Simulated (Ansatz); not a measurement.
Species: tetramethylsilane, C4H12Si, net charge 0, singlet state. 
Structure (B3LYP-D3(BJ)/def2-TZVP (Ansatz, a quantum-chemistry and plane-wave program) minimum search):
```
Si
C 1 1.8800
H 2 1.0926 1 111.21
H 2 1.0926 3 107.68 1 122.07
H 2 1.0926 3 107.68 4 115.86
C 1 1.8800 2 109.47 3 -180.00
H 6 1.0926 1 111.21 2 -60.00
H 6 1.0926 7 107.68 1 122.07
H 6 1.0926 7 107.68 8 115.86
C 1 1.8800 2 109.47 3 60.00
H 10 1.0926 1 111.21 2 60.00
H 10 1.0926 11 107.68 1 -122.07
H 10 1.0926 11 107.68 12 -115.86
C 1 1.8800 2 109.47 3 -60.00
H 14 1.0926 1 111.21 2 60.00
H 14 1.0926 15 107.68 1 122.07
H 14 1.0926 15 107.68 16 115.86
```
Charge 0, spin multiplicity 1.

Total electronic energies in hartree. Correlated levels leave the core frozen unless marked. Spin-orbit coupling is left out. No relativistic terms. Basis-set limits of correlation are two-point, X^-3; Hartree-Fock from the larger set. [CCSD(T)-MP2]/basis is that difference in the basis named.

```csv
level,program,energy (Eh)
HF/6-31G,Ansatz,-447.31430
RI-HF/cc-pV(Q+d)Z,Ansatz,-447.52439
PBE/def2-TZVPD,Ansatz,-448.86577
B97M-V/def2-TZVPD,Ansatz,-449.18920
PBE0/def2-SVP,Ansatz,-448.65610
BHLYP-D3(BJ)/def2-TZVPD,Ansatz + dftd3,-449.17066
BHLYP-D4/def2-TZVPD,Ansatz + dftd4,-449.16744
B2GP-PLYP/def2-TZVPD,Ansatz,-448.89347
MP2/6-31G,Ansatz,-447.73578
MP2/aug-cc-pV(D+d)Z,Ansatz,-448.17674
MP2/cc-pVTZ,Ansatz,-448.35559
MP2/cc-pV(Q+d)Z,Ansatz,-448.42654
SCS-MP2/6-31G,Ansatz,-447.74780
SCS-MP2/6-31G*,Ansatz,-448.02647
SCS-MP2/cc-pVTZ,Ansatz,-448.37015
CCSD/aug-cc-pV(D+d)Z,Ansatz,-448.25391
CCSD/cc-pV(T+d)Z,Ansatz,-448.42576
CCSD(T)/STO-3G,Ansatz,-442.62870
CCSD(T)/6-31G*,Ansatz,-448.11217
CCSD(T)/aug-cc-pV(T+d)Z,Ansatz,-448.47611
"RI-MP2/CBS(aug-cc-pV(T+d)Z,aug-cc-pV(Q+d)Z)+[CCSD(T)-MP2]/aug-cc-pV(D+d)Z",Ansatz,-448.5692
"RI-MP2/CBS(cc-pV(T+d)Z,cc-pV(Q+d)Z)+[CCSD(T)-MP2]/cc-pV(Q+d)Z",Ansatz,-448.5593
"CCSD(T)/CBS(cc-pV(T+d)Z,cc-pV(Q+d)Z)",Ansatz,-448.5547
```

Totals of different functionals don't rank their quality; only differences between species are comparable.
